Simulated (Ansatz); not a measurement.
Species: C4H6BN, SMILES `BC/C=C/C#N` (charge 0, multiplicity 1).

Task: Give a relaxed geometry from Ansatz (a first-principles code) with CAM-B3LYP-D3(BJ)/def2-TZVP.

Result: Several could match; the one computed here: the end point of this relaxation, one of several conformers (outside a Z-matrix the atoms follow the SMILES, hydrogens last).
Bonded distances (Å): B1–C2 1.556, B1–H7 1.190, B1–H8 1.191, C2–C3 1.485, C2–H9 1.091, C2–H10 1.107, C3–C4 1.329, C3–H11 1.085, C4–C5 1.425, C4–H12 1.083, C5–N6 1.147. Angles (°): C2–B1–H7 119.6, C2–B1–H8 120.8, H7–B1–H8 119.5, B1–C2–C3 116.6, B1–C2–H9 113.1, B1–C2–H10 99.7, C3–C2–H9 112.0, C3–C2–H10 109.0, H9–C2–H10 105.0, C2–C3–C4 124.5, C2–C3–H11 116.9, C4–C3–H11 118.6, C3–C4–C5 122.4, C3–C4–H12 121.4, C5–C4–H12 116.2, C4–C5–N6 179.0.
